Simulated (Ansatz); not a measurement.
BH5OSiZn, SMILES `O[SiH2][BH][ZnH]` at its PBE0-D4/def2-TZVP geometry, where that method's forces vanish. The species carries charge 0 and has multiplicity 1.

```csv
atom,x (Å),y (Å),z (Å)
O1,-1.175,0.357,1.242
Si2,-0.670,0.862,-0.258
B3,0.846,-0.287,-0.849
Zn4,1.559,-1.830,0.341
H5,-1.905,0.830,1.644
H6,-1.803,0.786,-1.234
H7,-0.253,2.300,-0.202
H8,1.315,-0.033,-1.924
H9,2.086,-2.985,1.241
```

Question: For each bond, give half the difference of the two atoms' forces along it (eV/Å; positive pushes the atoms apart) under PBE-D4, r2SCAN-D4, B3LYP-D4, ωB97M-V in def2-TZVPP. (Estimate.)

Answer: The calculation gave: 
```
  bond  length (Å)  PBE-D4  r2SCAN-D4  B3LYP-D4  ωB97M-V
O1–Si2       1.661    0.28       0.03      0.17     0.21
 O1–H5       0.958    0.34       0.02     -0.01    -0.06
Si2–B3       1.992   -0.13       0.01      0.01     0.03
Si2–H6       1.498    0.08       0.00     -0.10    -0.16
Si2–H7       1.498    0.08       0.00     -0.10    -0.16
B3–Zn4       2.075   -0.06      -0.03      0.10     0.04
 B3–H8       1.200    0.13       0.01     -0.14    -0.12
Zn4–H9       1.556    0.00      -0.13     -0.07    -0.10
```

B3LYP here is the variant with VWN-RPA as its local correlation; programs differ in this.

Program: Ansatz 0.2.0.
